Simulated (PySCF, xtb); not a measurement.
C₃H₄ClFSi, SMILES C#C[Si@H](Cl)CF.

GFN2-xTB (xtb 6.7.1) at its own geometry gives an orbital gap of 4.85 eV and a dipole moment of 1.07 D.

Geometry optimised at PBE-D3(BJ)/def2-SVP. The structure was generated by enumeration; whether it is a known compound was not checked. Other conformers were not sampled.

Question: What does PBE/def2-TZVP in PySCF give? (The exact figures need the calculation; the answer reports its results.)

Answer: gap 5.15 eV (levels -7.08 and -1.93 eV), dipole 0.74 D.
